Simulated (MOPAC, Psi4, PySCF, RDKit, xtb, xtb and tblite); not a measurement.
Two geometries of SMILES [SiH2]([GeH3])CCC, singlet, relaxed at GFN2-xTB with one dihedral held; other torsions can differ between them too.

Structure A

```
17

C      1.6062     1.1357     0.0541
C      1.0782     0.3522    -1.1415
C      0.8288    -1.1141    -0.8030
Si     0.1698    -2.0897    -2.2972
Ge     1.6228    -1.7719    -4.1021
H      1.7790     2.1760    -0.2129
H      2.5450     0.7107     0.4041
H      0.8909     1.1056     0.8739
H      1.8021     0.4152    -1.9620
H      0.1476     0.8093    -1.4875
H      0.1236    -1.1768     0.0275
H      1.7622    -1.5608    -0.4523
H     -1.1743    -1.6078    -2.6385
H      0.0673    -3.5104    -1.9454
H      1.3922    -0.5290    -4.9129
H      3.0797    -1.6659    -3.7489
H      1.6132    -2.8520    -5.1435
```

Structure B

```
17

C     -1.6187     1.1065     0.0564
C     -1.0506     0.3654    -1.1472
C     -0.8094    -1.1233    -0.8462
Si    -1.8059    -2.2752    -1.9855
Ge    -4.0737    -1.7373    -1.7845
H     -1.7727     2.1580    -0.1769
H     -2.5777     0.6763     0.3437
H     -0.9401     1.0389     0.9046
H     -1.7477     0.4808    -1.9836
H     -0.1136     0.8379    -1.4492
H      0.2532    -1.3533    -0.9251
H     -1.0828    -1.3286     0.1905
H     -1.3655    -2.0891    -3.3737
H     -1.5658    -3.6728    -1.6087
H     -4.4967    -0.4150    -2.3580
H     -4.6012    -1.6638    -0.3793
H     -5.0214    -2.6962    -2.4432
```

Which is lower in energy at the level B3LYP-D3(BJ)/def2-TZVP // GFN2-xTB (Psi4), and by how much?

A is lower, by 9.42 kJ/mol (dihedral C1–C2–C3–Si4: 180° in A, 120° in B).

E(B) − E(A) in kJ/mol at the other levels, on the same two geometries: GFN2-xTB (xtb and tblite) 10.51; B3LYP/def2-TZVP // GFN2-xTB (Psi4) 11.06; PBE/def2-TZVP // GFN2-xTB (Psi4) 10.28; PBE-D3(BJ)/def2-TZVP // GFN2-xTB (Psi4) 9.28; UFF // GFN2-xTB (RDKit) 15.49; PM7, restricted, heats of formation // GFN2-xTB (MOPAC) 4.78; PM3, restricted, heats of formation // GFN2-xTB (MOPAC) 8.18; GFN1-xTB // GFN2-xTB (xtb) 5.73; restricted B3LYP/6-31G*, spherical d, density fitting // GFN2-xTB (PySCF) 12.33; restricted Hartree-Fock/LANL2DZ, with its core potentials past Ne // GFN2-xTB (PySCF) 13.31; restricted Hartree-Fock/STO-3G // GFN2-xTB (PySCF) 15.22.
